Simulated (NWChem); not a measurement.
MgSiH3F; SMILES [F][Mg][SiH3]

```xyz
6

Mg    -0.0130     0.8557    -0.0002
F      0.1350     2.5942     0.0002
Si    -0.2305    -1.7007    -0.0007
H      0.4039    -2.3283    -1.1992
H     -1.6543    -2.1538     0.0051
H      0.4141    -2.3297     1.1916
```
Atoms are numbered in this order, from 1.

All runs: NWChem. Pople sets run with spherical d functions. All runs use the structure optimised with B3LYP/6-31G* (spherical d). B3LYP is NWChem's, with the RPA form of VWN correlation. GIAO values for the isolated, static molecule; σ is the absolute isotropic shielding, δ = σ(reference) − σ with the isolated reference molecule computed at the same levels (19F: trichlorofluoromethane, 1H: tetramethylsilane, 29Si: tetramethylsilane).

For level LDA (Slater exchange, VWN5)/pcSseg-1:

```
Quantity      Value
-----------  ------
σ Mg1 (ppm)   480.4
δ F2 (ppm)   -207.0
δ Si3 (ppm)  -169.9
```

### Question
What are these values for level B3LYP/6-311G**?

### Answer
| Property | Result |
|---|---|
| σ Mg1 (ppm) | 503.3 |
| δ F2 (ppm) | -175.7 |
| δ Si3 (ppm) | -148.8 |
